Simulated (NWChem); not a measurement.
The numbers come from NWChem runs, not from measurements. System: Cl4Zr, charge 0, spin multiplicity 1, at a geometry optimised with PBE0/def2-SVP with def2 effective core potentials on Zr. The structure started from a generated list of species. Level: MP2/def2-TZVP with def2 effective core potentials on Zr, 20 core orbitals frozen.

Job file:

```
start mol
memory heap 200 mb stack 900 mb global 1100 mb
geometry units angstroms nocenter noautoz
  Zr     0.000000     0.000000    -0.000004
  Cl     0.000000    -1.896722     1.341221
  Cl     0.000000     1.896722     1.341221
  Cl     1.896735     0.000000    -1.341216
  Cl    -1.896735     0.000000    -1.341216
  symmetry group C2v
end
basis spherical
  * library def2-tzvp
end
ecp
  Zr library def2-ecp
end
scf
  rhf
  nopen 0
  maxiter 100
  thresh 1e-7
  semidirect memsize 60000000 filesize 0
end
mp2
  freeze core 20
end
task mp2 energy
```

NWChem printed:

```
             Northwest Computational Chemistry Package (NWChem) 7.3.0
             --------------------------------------------------------

                                NWChem Input Module
                                -------------------

 Scaling coordinates for geometry "geometry" by  1.889725989
 (inverse scale =  0.529177249)

 Turning off AUTOSYM since
 SYMMETRY directive was detected!

                             Geometry "geometry" -> ""
                             -------------------------

 Output coordinates in angstroms (scale by  1.889725989 to convert to a.u.)

  No.       Tag          Charge          X              Y              Z
 ---- ---------------- ---------- -------------- -------------- --------------
    1 Zr                  40.0000     0.00000000     0.00000000    -0.00000400
    2 Cl                  17.0000     0.00000000    -1.89672200     1.34122100
    3 Cl                  17.0000     0.00000000     1.89672200     1.34122100
    4 Cl                  17.0000     1.89673500     0.00000000    -1.34121600
    5 Cl                  17.0000    -1.89673500     0.00000000    -1.34121600

 Effective nuclear repulsion energy (a.u.)     861.4934500760

            Nuclear Dipole moment (a.u.)
            ----------------------------
        X                 Y               Z
 ---------------- ---------------- ----------------
     0.0000000000     0.0000000000     0.0000188973

      Symmetry information
      --------------------

 Group name             C2v
 Group number             16
 Group order               4
 No. of unique centers     3

      Symmetry unique atoms

     1    2    4


 Summary of "ao basis" -> "" (spherical)
 ------------------------------------------------------------------------------
       Tag                 Description            Shells   Functions and Types
 ---------------- ------------------------------  ------  ---------------------
 *                         def2-tzvp                  on all atoms

 Summary of "ao basis" -> "ao basis" (spherical)
 ------------------------------------------------------------------------------
[...]
  Active beta occupied  =     20
  Active alpha virtual  =    148
  Active beta virtual   =    148
  Use MO symmetry       = T
  Use skeleton AO sym   = T

  AO/Fock/Back tols     =   1.0D-09  1.0D-09  1.0D-09

 GA uses MA = F    GA memory limited = T

 Available:
  local mem=  1.26D+08
 global mem=  1.44D+08
 local disk=  0.00D+00
  mp2_memr nvloc                   148
  nvloc new                   148
   1 passes of  20:        5242880                     220042                 155790747.
   1 passes of  20: M    126137343           G      144108512           F     120894463.
  mp2_memr nvloc                   148
  nvloc new                   148
   2 passes of  10:        5242880                     146072                  77925579.
   2 passes of  10: M    126137343           G      144108512           F     120894463.

 Semi-direct pass number   1 of   2  for RHF alpha+beta  at       10.8s
  vrange nnbf                 15474
  mp2_eaftype                   297  avail_ma_in_mb                  1099
 EAF : mp2_eaftype filesize         297   38962790.
  mp2_eaf for mointskh                    297
Node 0 wrote    183.2 Mb in      0.1 s     Agg I/O rate:  1722.5 Mb/s
 Done moints_semi at       37.5s
  mp2_eaftype                   297  avail_ma_in_mb                   802
 EAF : mp2_eaftype filesize         297   38962790.
  mp2_eaf for kh                   297
 Done maket at       38.4s
 Semi-direct pass number   2 of   2  for RHF alpha+beta  at       38.4s
  vrange nnbf                 15474
  mp2_eaftype                   297  avail_ma_in_mb                   802
 EAF : mp2_eaftype filesize         297   38962790.
  mp2_eaf for mointskh                    297
Node 0 wrote    183.2 Mb in      0.1 s     Agg I/O rate:  1904.7 Mb/s
 Done moints_semi at       63.9s
  mp2_eaftype                   297  avail_ma_in_mb                   802
 EAF : mp2_eaftype filesize         297   38962790.
  mp2_eaf for kh                   297
 Done maket at       65.0s
 Done multipass loop at       65.0s

          -------------------------------------------
          SCF energy               -1884.920327127330
          Correlation energy          -1.044140167535
          Singlet pairs               -0.610126665920
          Triplet pairs               -0.434013501615
          Total MP2 energy         -1885.964467294866
          -------------------------------------------

          ---------------------------------------------------
                    Spin Component Scaled (SCS) MP2
          Same spin pairs                     -0.289342334410
          Same spin scaling factor             0.333333333333
          Opposite spin pairs                 -0.754797833125
          Opposite spin scaling fact.          1.200000000000
          SCS-MP2 correlation energy          -1.002204844554
          Total SCS-MP2 energy             -1885.922531971884
          ---------------------------------------------------

 -----------------------
 Performance information
 -----------------------

 Timer overhead =  2.93D-07 seconds/call

               Nr. of calls         CPU time (s)                 Wall time (s)                GFlops
             ---------------    -------------------     ------------------------------   -------------------
Name         Min   Avg   Max    Min     Avg     Max     Min     Avg     Max   Mx/calls   Min     Max     Sum
mp2: moin     2     2     2    52.     52.     52.      52.     52.     52.     26.      0.0     0.0     0.0
mp2: make     2     2     2    2.0     2.0     2.0      2.0     2.0     2.0    0.99      0.0     0.0     0.0
mp2: tota     1     1     1    54.     54.     54.      54.     54.     54.     54.      0.0     0.0     0.0

 The average no. of pstat calls per process was 5.00D+00
 with a timing overhead of 1.47D-06s

 Task  times  cpu:       64.9s     wall:       64.9s

 Total times  cpu:       65.0s     wall:       65.0s
```
